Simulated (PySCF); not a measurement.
# [Ti(SH)4]2-: multiplets, ligand field and magnetism

The complex [Ti(SH)4]2- (charge -2) contains Ti(II), shell d2. The structure is a model geometry with rigid ligands and bond lengths from ionic radii, not a minimum; coordination tetrahedral, point group S4, metal–donor distances 2.48 Å.

```
9

Ti    0.0000    0.0000    0.0000
S     1.4318    1.4318    1.4318
H     0.6428    2.5095    1.5762
S    -1.4318   -1.4318    1.4318
H    -0.6428   -2.5095    1.5762
S    -1.4318    1.4318   -1.4318
H    -2.5095    0.6428   -1.5762
S     1.4318   -1.4318   -1.4318
H     2.5095   -0.6428   -1.5762
```

Method (PySCF 2.14, density fitting): CASSCF(2,5) with orbitals averaged over all microstates of the shell, strongly contracted NEVPT2 on the averaged canonical orbitals; basis x2c-TZVPall on the metal, x2c-SVPall elsewhere; spin-free X2C; IEF-PCM water; spin-orbit coupling by state interaction with the mean-field operator over all roots.

## Spin-free states

```
2S+1  deg.  symmetry  cubic parent  free-ion term  CASSCF / cm⁻¹  NEVPT2 / cm⁻¹    f(ED)          occupations
   3     1        3B      3A2 1.00        3F 1.00              0              0        –  1.0 1.0 0.0 0.0 0.0
   3     2        3E      3T2 0.97        3F 0.99           2688           2017  1.4e-05  0.9 0.1 0.5 0.5 0.0
   3     1        3A      3T1 1.00        3F 0.98           6355           5859  2.0e-04  0.3 0.0 0.7 0.7 0.3
   1     1        1A       1E 0.86        1D 0.70           9782           7087        –  1.5 0.3 0.1 0.1 0.0
   3     1        3B      3T2 1.00        3F 1.00           6724           7423        0  0.0 1.0 0.0 0.0 1.0
   3     2        3E      3T1 0.97        3F 0.98           7667           7669  7.2e-04  0.0 0.3 0.5 0.5 0.6
   1     1        1B       1E 1.00        1D 0.88          10835           8706        –  0.9 0.9 0.1 0.1 0.0
   1     2        1E      1T2 0.94        1D 0.78          13272          10697        –  0.9 0.1 0.5 0.5 0.1
   3     1        3A      3T1 1.00        3P 0.98          15199          12480  8.9e-04  0.7 0.0 0.3 0.3 0.7
   3     2        3E      3T1 0.99        3P 0.96          16406          13976  2.6e-03  0.1 0.5 0.5 0.5 0.3
   1     1        1B      1T2 1.00        1D 1.00          16660          14898        –  0.0 0.6 0.4 0.4 0.6
   1     1        1A      1T1 1.00        1G 1.00          17803          15532        –  1.0 0.0 0.0 0.0 1.0
   1     1        1B       1E 1.00        1G 0.87          18971          16476        –  0.1 0.1 0.9 0.9 0.0
   1     2        1E      1T1 0.92        1G 0.92          18882          16767        –  0.1 0.9 0.5 0.5 0.1
   1     1        1A      1A1 0.86        1G 0.87          18752          16847        –  0.2 1.3 0.1 0.1 0.3
```

Only the lowest 15 spin-free levels are listed. Energies are counted from the ground state at NEVPT2 level. Weights follow the labels. f(ED) is the electric-dipole oscillator strength from the ground state at the fixed geometry, without vibronic coupling; occupations, where given, run over the ligand-field orbitals from the lowest.

## Ligand-field fit

| cm⁻¹ | CASSCF |
| --- | --- |
| 10Dq | 3804 |
| B | 716 |
| B, free ion | 888 |
| C | 2864 |
| C, free ion | 3288 |
| rms of the fit | 278 |

```json
{"orbital": "1", "CASSCF / cm⁻¹": "0", "metal share": "0.97", "main function": "x2-y2 1.00"}
{"orbital": "2", "CASSCF / cm⁻¹": "3371", "metal share": "0.96", "main function": "z2 1.00"}
{"orbital": "3", "CASSCF / cm⁻¹": "4933", "metal share": "0.89", "main function": "degenerate set"}
{"orbital": "4", "CASSCF / cm⁻¹": "4933", "metal share": "0.89", "main function": "degenerate set"}
{"orbital": "5", "CASSCF / cm⁻¹": "6602", "metal share": "0.89", "main function": "xy 1.00"}
```

ζ = 100 cm⁻¹, against 123 for the free ion.

## Spin-orbit levels

```
E / cm⁻¹  deg.  make-up
     0.0     1  0.99 3B
     3.6     2  1.00 3B
  1979.2     1  1.00 3E
  1990.3     1  0.99 3E
  2031.2     2  1.00 3E
  2066.5     1  1.00 3E
  2072.4     1  1.00 3E
  5858.5     1  0.99 3A
  5868.1     2  1.00 3A
  7103.7     1  0.99 1A
```

Only the lowest levels are listed: 13 of 45 states.

Magnetism:

The ground multiplet follows a spin Hamiltonian with S = 1, g = 1.821, 1.821, 1.948, D = 3.64 cm⁻¹, E/|D| = 0.00 (spin-orbit part alone); the lowest levels hold 100 % of the spin-free ground state. μeff is 2.89 μB at 300 K and 2.61 μB at 10 K; the spin-only value is 2.83 μB.

| T / K | χT / cm³ K mol⁻¹ | μeff / μB |
| --- | --- | --- |
| 2 | 0.573 | 2.14 |
| 5 | 0.802 | 2.53 |
| 10 | 0.854 | 2.61 |
| 20 | 0.874 | 2.64 |
| 30 | 0.883 | 2.66 |
| 50 | 0.896 | 2.68 |
| 75 | 0.912 | 2.70 |
| 100 | 0.927 | 2.72 |
| 150 | 0.957 | 2.77 |
| 200 | 0.987 | 2.81 |
| 250 | 1.016 | 2.85 |
| 300 | 1.046 | 2.89 |

Powder magnetisation at 2 K: 0.25 μB at 0.5 T, 0.49 μB at 1 T, 0.90 μB at 2 T, 1.20 μB at 3 T, 1.56 μB at 5 T, 1.73 μB at 7 T.

The geometry is a model, and the complex may not exist in this form.

The job took 18 s on one thread of Arm Neoverse N1 (shared host), with 140 basis functions, launched as `OMP_NUM_THREADS=1 python lf_run.py task.json out`.
